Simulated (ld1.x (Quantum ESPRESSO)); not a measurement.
# Pseudopotential generation for Cs (Z = 55): ultrasoft, PBE, scalar-relativistic.

| Item | Value |
| --- | --- |
| Element | caesium (Cs) |
| Generator | ld1.x (Quantum ESPRESSO) 7.5 |
| Type | ultrasoft |
| Functional | PBE |
| Relativity | scalar-relativistic |
| Frozen core | [Kr] 4d10 |
| Valence charge | 9 |
| Reference configuration | 5s2 5p6 5d0 6s1 6p0 |
| Partial waves | 5s (bound): rcut 3.00, rcutus 3.55 bohr; 6s (bound): rcut 3.00, rcutus 3.55 bohr; 5p (bound): rcut 3.05, rcutus 3.65 bohr; 6p (bound, empty): rcut 3.05, rcutus 3.65 bohr; 5d (bound, empty): rcut 3.40, rcutus 4.05 bohr; 5d channel at 0.35 Ry: rcut 3.40, rcutus 4.05 bohr; 4f channel at 0.05 Ry: rcut 3.50, rcutus 4.10 bohr |
| Local potential | all-electron potential smoothed inside 2.70 bohr (lloc = -1) |
| Core correction | Bessel-smoothed model core inside 2.15 bohr |
| Augmentation charge | PSQ, inside the norm-conserving radii |

Poles of the logarithmic derivatives, all-electron (AE) and pseudo (PS). s: poles at -2.0, 0.8, 4.0 (AE) and -2.0, 0.8, 4.3 (PS) Ry. p: poles at -1.0, 1.4, 4.8 (AE) and -1.4, -1.0, 1.1, 4.8 (PS) Ry. d: poles at 0.3, 2.5 (AE) and 0.3, 2.5 (PS) Ry. f: poles at 0.7, 1.9, 4.4 (AE) and 1.1, 2.9 (PS) Ry. Test radius 4.48 bohr.

- Configuration tests: test run stopped at test 1 of 7 (negative rho)
- Lowest eigenvalue of the overlap operator: -0.42 (p channel); it is negative, so in a basis up to 400 Ry S is not positive definite and the file is unfit for use
- Density cutoff estimated by the generator: 52 Ry

The ghost test of this file was not conclusive. Its overlap operator is not positive definite in a basis up to 400 Ry (lowest eigenvalue s -0.01, p -0.42), so the file is unfit for use: the generalised eigenproblem breaks down once the basis is large enough, and its test numbers describe a broken file.
